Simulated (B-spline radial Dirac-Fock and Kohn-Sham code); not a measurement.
# Dipole and non-dipole photoemission parameters of Sr 3p3/2

System: neutral strontium, [Kr] 5s2; threshold 270.0 eV (tabulated edge). The computed values come from a radial B-spline solver: Dirac-Hartree-Slater photoionisation with a Latter tail; cross sections with all multipoles, angular parameters from the dipole term and its interference with E2.

The run's input, task.json:

```json
{"items": [{
  "Z": 38,
  "q": 0,
  "cfg": [[1, 0, 2], [2, 0, 2], [2, 1, 6], [3, 0, 2], [3, 1, 6], [3, 2, 10], [4, 0, 2], [4, 1, 6], [5, 0, 2]],
  "A": 88,
  "rrms": 4.224,
  "do": "xps",
  "hv": [60, 75.3, 80, 91.9, 117.0, 133.0, 172.0, 200, 219.0, 317.0, 391.0, 507.0, 600, 800, 1070.0, 1370.0, 1430.0, 1486.9, 1610.0, 1900.0, 2190.0, 2400.0, 2580.0, 4000, 4870.0, 5220.0, 5300.0, 6000, 9940.0],
  "edges": {"K": 16105.0, "L1": 2216.0, "L2": 2007.0, "L3": 1940.0, "M1": 358.7, "M2": 280.3, "M3": 270.0, "M4": 136.0, "M5": 134.2}
}]}
```

Command: `python xray2_run.py task.json out`

For linearly polarised light dσ/dΩ = σ/(4π) [1 + β P₂(cos θ) + (δ + γ cos²θ) sin θ cos φ], with θ from the polarisation vector and φ the angle between the beam and the projection of the electron momentum on the plane normal to the polarisation.

```csv
hν (eV),σ (kb),β,γ,δ
317,458,0.249,-0.074,0.096
391,432,0.950,0.208,0.053
507,349,1.327,0.167,0.015
600,286,1.456,0.083,0.006
800,189,1.576,-0.013,0.001
1070,114,1.625,-0.016,0.003
1370,?,?,?,?
1430,64.6,1.630,0.066,0.006
1486.9,59.6,1.628,0.082,0.006
1610,50.4,1.622,0.119,0.007
1900,35.0,1.604,0.208,0.010
2190,25.3,1.582,0.298,0.013
2400,20.4,1.565,0.362,0.015
2580,17.1,1.551,0.414,0.017
4000,5.57,1.434,0.766,0.035
4870,3.26,1.369,0.935,0.048
5220,2.68,1.344,0.995,0.053
5300,2.57,1.338,1.008,0.055
6000,1.81,1.291,1.114,0.065
9940,0.401,1.075,1.529,0.129
```

Q: Give the values at 1370 eV.

A: σ = 70.6 kb, β = 1.631, γ = 0.049, δ = 0.005.
